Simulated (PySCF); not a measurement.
Structure problem from calculated spectra and properties.

Formula: C5H11BS.

| Property | Result |
| --- | --- |
| Triplet | lowest triplet excitation (Tamm–Dancoff): 4.65 eV [TDA CAM-B3LYP/def2-SVPD] |
| NMR, other nuclei | isotropic shieldings of nuclei other than C and H, by class: 31 (1 B), 434 (1 S) ppm [GIAO PBE0/pcSseg-1] |
| Polarisability | 93.5 au [CAM-B3LYP/def2-SVPD] |
| Dipole | 2.00 D [CAM-B3LYP/def2-SVPD] |
| 13C NMR | chemical shifts (computed TMS as zero) by class: 29.6 (1 C), 27.7 (2 C), 24.3 (1 C), 15.3 (1 C) ppm [GIAO PBE0/pcSseg-1] |
| Rotational structure | rotational constants A, B, C: 4.943, 1.097, 0.993 GHz [PBE0-D3(BJ)/def2-SVP] |
| Valence photoelectron | vertical ionisation energy: 9.53 eV [ΔSCF CAM-B3LYP/def2-SVPD] |
| UV, strongest line | among the 10 lowest singlet transitions: S2 at 6.02 eV (206 nm, f = 0.170) [TDDFT CAM-B3LYP/def2-SVPD] |

The electronic properties come from PySCF, for the isolated species, density fitting. Levels stand in brackets. Geometry: PBE0-D3(BJ)/def2-SVP, one conformer, isolated molecule. Each NMR value is the plain mean over a class of atoms that symmetry, rotation or inversion makes alike.

Question: Propose a structure and show how it fits.

Answer: Numbering: `[CH3:1][S:2][BH:3][CH:4]1[CH2:5][CH2:6][CH2:7]1`. 5 carbons fall into 4 classes; from least to most shielded: ring sp3 carbon bound to boron [C4] (29.6 ppm), four-membered-ring carbon [C5/C7] (27.7 ppm, 2 C, up to 5.1 ppm apart in this geometry), four-membered-ring carbon [C6] (24.3 ppm), S-methyl carbon [C1] (15.3 ppm). The other shieldings belong to: 31 ppm, three-coordinate boron [B3]; 434 ppm, sulfur bonded to B and C [S2]. The first electron is taken from the HOMO, whose largest Löwdin shares are 0.62 on the sulfur bonded to B and C, 0.14 on the three-coordinate boron and 0.10 on the S-methyl carbon. The optimised geometry has point group C1 and is an asymmetric top. Structure: `CSBC1CCC1`. Computed isomers that give other values at the same levels: `CS[C@@H]1BCCC1` (smallest rotational constant: 1.099 GHz; this holds for the one conformer computed). The assignments are read from this structure; whether some other isomer fits the data as well wasn't checked.

Conformer computed: `[CH3:1][S:2][BH:3][CH:4]1[CH2:5][CH2:6][CH2:7]1`: C1–S2–B3–C4 3°, S2–B3–C4–C5 -174°.
